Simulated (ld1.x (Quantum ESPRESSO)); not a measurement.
## Ti (Z = 22), TM: configuration errors across variants

```
Element                 : titanium (Ti)
Generator               : ld1.x (Quantum ESPRESSO) 7.5
Type                    : norm-conserving Troullier–Martins (Kleinman–Bylander form)
Functional              : LDA (PZ)
Relativity              : fully relativistic
Frozen core             : [Ne] 3s2
Valence charge          : 10
Reference configuration : 3p6 3d2 4s2 4p0
Partial waves           : 4s (bound): rc 3.10 bohr; 3p (bound): rc 1.15 bohr; 3d (bound): rc 1.45 bohr
Local potential         : the d channel
Core correction         : none
```

Open shells are filled in proportion to 2j + 1 (rel_dist='average').

All-electron excitation energies from the reference (eV): (1) 3p6 3d2 4s1 4p0 7.536; (2) 3p6 3d2 4s0 4p0 21.336; (3) 3p6 3d1 4s0 4p0 48.525; (4) 3p6 3d2 4s0 4p1 11.383; (5) 3p6 3d2 4s1 4p1 3.136; (6) 3p6 3d0 4s0 4p0 92.059; (7) 3p6 3d3 4s1 4p0 1.060.

A true bound ghost makes a file unfit for plane-wave use even where its test errors are small: the radial tests pick states by their node count and pass the ghost by.

Errors AE − PS in meV (a dash: test not solved or not reliable):

```tsv
change	(1)	(2)	(3)	(4)	(5)	(6)	(7)	bound ghosts
base	0.0	-16	+116	-53	-24	+324	-36	s
wave 4s (bound): rc 3.10 bohr becomes 4s (bound): rc 2.04 bohr	+2.3	+0.1	+69	-40	-22	+180	-18	s
wave 4s (bound): rc 3.10 bohr becomes 4s (bound): rc 2.38 bohr	+0.3	-11	+137	-50	-24	+364	-40	s
wave 4s (bound): rc 3.10 bohr becomes 4s (bound): rc 2.54 bohr	-0.1	-12	+154	-51	-24	+405	-45	s
wave 4s (bound): rc 3.10 bohr becomes 4s (bound): rc 2.86 bohr	-0.1	-13	+147	-51	-24	+392	-43	s
wave 4s (bound): rc 3.10 bohr becomes 4s (bound): rc 3.14 bohr	0.0	-16	+116	-53	-24	+324	-36	s
wave 4s (bound): rc 3.10 bohr becomes 4s (bound): rc 3.54 bohr	-0.7	-37	-1.9	-66	-26	+83	-14	s
wave 4s (bound): rc 3.10 bohr becomes 4s (bound): rc 3.80 bohr	-2.1	-63	-119	-83	-29	-147	+6.3	s
wave 4s (bound): rc 3.10 bohr becomes 4s (bound): rc 4.08 bohr	-4.5	-103	-272	-108	-32	-441	+30	s
wave 4s (bound): rc 3.10 bohr becomes 4s (bound): rc 4.30 bohr	-6.8	-138	-394	-129	-35	-671	+48	s
```

Q: Give the same row for: wave 4s (bound): rc 3.10 bohr becomes 4s (bound): rc 4.58 bohr.

A: -11, -202, -603, -170, -41, -1058, +76; bound ghosts: s.
